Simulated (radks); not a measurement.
Problem. Spherical quantum dot in the effective-mass picture: electrons in a parabolic well V = omega^2 r^2 / 2 with omega = 0.0628, with a point charge +1 (a donor) at the centre, all in effective atomic units (hartree* = m*/eps^2 hartree, bohr* = eps/m* bohr), one dielectric constant everywhere. Method: non-relativistic Kohn-Sham, LDA (Slater exchange, Perdew-Wang correlation), spin-polarised, spherical densities; computed with a radial shooting solver with Libxc functionals. Levels are named by radial order and angular momentum (1s, 1p, 1d, 2s, ...), and open shells are averaged over m. Each electron was tried in the lowest free levels, single moves between levels near the top were tried too, and the lowest total energy was kept; such a search can miss a lower state. Give the order in which the levels fill up to N = 26, the shell closures and the spin along the way.

Solution. Shells are first occupied in the order 1s, 2s, 1p, 1d, 1f. Open shells at each N (closed shells left out): 1: 1s(up 1, down 0); 2: none; 3: 2s(up 1, down 0); 4: 1p(up 1, down 0) 2s(up 1, down 0); 5: 1p(up 2, down 0) 2s(up 1, down 0); 6: 1p(up 3, down 0) 2s(up 1, down 0); 7: 1p(up 3, down 0); 8: 1p(up 3, down 1); 9: 1p(up 3, down 2); 10: none; 11: 1d(up 1, down 0); 12: 1d(up 2, down 0); 13: 1d(up 3, down 0); 14: 1d(up 4, down 0); 15: 1d(up 5, down 0); 16: 1d(up 5, down 1); 17: 1d(up 5, down 2); 18: 1d(up 5, down 3); 19: 1d(up 5, down 4); 20: none; 21: 1f(up 1, down 0); 22: 1f(up 2, down 0); 23: 1f(up 3, down 0); 24: 1f(up 4, down 0); 25: 1f(up 5, down 0); 26: 1f(up 6, down 0). All shells are closed at N = 2, 10, 20 (there: 1s2 1p6 1d10 2s2). Largest 2S: 6, at N = 26.
